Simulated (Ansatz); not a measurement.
Harmonic frequencies (cm⁻¹) at PBE0-D4/def2-TZVP from Ansatz: 117, 129, 314, 326, 562, 604, 677, 717, 736, 1142, 1307, 1776, 1999, 2007, 3686.

Each molecule was computed in one conformer, which needn't be the lowest.

(1) Which molecule is it?
A. `O=[C](O)[GaH2]`
B. `FC#C[SiH3]`
C. `F[B]1[NH][GeH2]1`
D. `NP(N)N`

## Answers

(1) A.
